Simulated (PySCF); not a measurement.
Give a PBE0-D3(BJ)/def2-SVP geometry of `C=C[C@H](Cl)C(=[Se])CC`.

```xyz
17
C6H9ClSe angstrom
C      3.340    0.025    0.231
C      2.158   -0.404    0.662
C      0.877   -0.441   -0.111
Cl     1.029    0.298   -1.754
C     -0.312    0.224    0.555
Se    -0.100    1.440    1.813
C     -1.639   -0.245    0.044
C     -2.872    0.490    0.523
H      3.463    0.447   -0.769
H      4.218   -0.022    0.879
H      2.057   -0.813    1.673
H      0.613   -1.494   -0.314
H     -1.577   -0.233   -1.060
H     -1.706   -1.321    0.302
H     -2.837    1.550    0.232
H     -3.777    0.040    0.087
H     -2.957    0.458    1.618
```

Any rigid rotation of these coordinates is as good. Atoms count from 1 in this order. Of the pairs four or more bonds apart, Cl4···H9 is among the closest relative to their van der Waals radii: 2.63 Å, 89 % of the sum of Bondi's values. The C–C distances run from 1.330 Å (C1=C2, drawn double) to 1.517 Å (C3–C5, drawn single), a spread of 0.187 Å.

Bonds between heavy atoms (Å): C1=C2 1.330, C2–C3 1.496, C3–Cl4 1.807, C3–C5 1.517, C5=Se6 1.763, C5–C7 1.498, C7–C8 1.513.

Method: PBE0-D3(BJ)/def2-SVP geometry optimisation, gas phase in PySCF.

Point group: C1 (no symmetry element, even within 0.4 Å). No frequency check. One conformer, not necessarily the lowest (C1–C2–C3–Cl4 -4°, C2–C3–C5–Se6 22°, C3–C5–C7–C8 -172°).
